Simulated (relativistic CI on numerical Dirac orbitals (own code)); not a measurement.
**Calculated levels, W22+**

These numbers are calculated, not measured: Dirac-Coulomb-Breit CI, orbitals from a KLI potential per configuration, a model potential for QED, unscaled Slater integrals (own radial code, finite nucleus).

CI space (outside the closed core [Ar] 3d10 4p6): 4s²4d¹⁰4f⁶, 4s²4d¹⁰4f⁵5s, 4s²4d¹⁰4f⁴5s², 4s²4d¹⁰4f⁵5p, 4s²4d⁹4f⁷, 4s²4d¹⁰4f⁴5s5p, 4s²4d¹⁰4f⁴5p², 4s²4d¹⁰4f⁵6p, 4d¹⁰4f⁸. Levels of other configurations are missing.

The lowest level is 4s²4d¹⁰4f⁶ ⁷F0, with 62 % of that term; Hund's rules for 4s²4d¹⁰4f⁶ give ⁷F with J = 0, in agreement.

```tsv
No.	Configuration	Term	J	E (cm⁻¹)	%	Landé g	Lifetime (s)
1	4s²4d¹⁰4f⁶	⁷F	0	0.0	62		
2	4s²4d¹⁰4f⁶	⁷F	1	5293.6	75	1.495	8.05e-02
3	4s²4d¹⁰4f⁶	⁷F	2	11218.0	85	1.488	4.68e-02
4	4s²4d¹⁰4f⁶	⁷F	3	16856.4	90	1.482	5.40e-02
5	4s²4d¹⁰4f⁶	⁷F	4	21995.2	90	1.477	8.10e-02
6	4s²4d¹⁰4f⁶	⁷F	5	26485.0	87	1.471	1.62e-01
7	4s²4d¹⁰4f⁶	⁷F	6	29960.0	80	1.458	6.41e-01
8	4s²4d¹⁰4f⁶	⁷F	0	37413.7	33		1.07e-03
9	4s²4d¹⁰4f⁶	⁵D	1	49925.8	59	1.467	1.17e-03
10	4s²4d¹⁰4f⁶	⁵L	6	59137.4	50	0.861	1.17e-02
11	4s²4d¹⁰4f⁶	⁵D	2	62518.2	77	1.449	1.36e-03
12	4s²4d¹⁰4f⁶	⁵L	7	68845.9	73	0.952	2.28e-02
13	4s²4d¹⁰4f⁶	⁵G	2	69538.1	61	0.520	2.39e-03
14	4s²4d¹⁰4f⁶	⁵G	5	71374.9	31	1.111	2.05e-03
15	4s²4d¹⁰4f⁶	⁵L	6	71499.7	24	1.115	2.36e-03
16	4s²4d¹⁰4f⁶	⁵G	3	71532.5	44	0.826	2.40e-03
17	4s²4d¹⁰4f⁶	⁵G	4	72989.6	41	1.005	2.10e-03
18	4s²4d¹⁰4f⁶	⁵D	3	74684.3	73	1.404	1.91e-03
19	4s²4d¹⁰4f⁶	⁵L	8	74889.8	81	1.046	7.42e-02
20	4s²4d¹⁰4f⁶	⁵L	10	78153.5	70	1.159	
21	4s²4d¹⁰4f⁶	⁵L	9	78608.9	83	1.119	3.38e-01
22	4s²4d¹⁰4f⁶	⁵D	4	84432.3	31	1.284	9.25e-03
23	4s²4d¹⁰4f⁶	⁵D	0	84538.7	45		7.32e-04
24	4s²4d¹⁰4f⁶	⁵H	7	84595.6	50	1.191	7.70e-03
25	4s²4d¹⁰4f⁶	⁵G	3	86438.7	50	0.848	2.89e-03
26	4s²4d¹⁰4f⁶	⁵F	2	88361.6	31	1.028	1.69e-03
27	4s²4d¹⁰4f⁶	⁵G	5	89154.5	36	1.016	3.40e-03
28	4s²4d¹⁰4f⁶	⁵I	4	89258.9	34	0.978	2.43e-03
29	4s²4d¹⁰4f⁶	⁵I	6	89461.0	26	1.159	2.89e-03
30	4s²4d¹⁰4f⁶	⁵F	3	89954.9	29	1.071	1.20e-03
```

Energies count from the lowest computed level; lifetimes are radiative, by E1, M1, E2, M2 decay to levels of this space only; some are left blank where a channel outside the calculation adds to the decay or the decay crosses a small, uncertain gap.

The mean weight of the leading LS term, summed over parents, in these 30 levels is 57 %, and that of the leading jj configuration (from the same eigenvectors) 47 %.

At this charge energies of transitions that change n are usually good to better than 1 %, and those within a shell (Δn = 0) to a few per cent. Terms inside the open d or f shell come out 10 to 20 % too wide with unscaled integrals.

LS names give the leading component of a level, which can be under half, so a name can repeat, a term be missing and a line seem to break the LS rules.
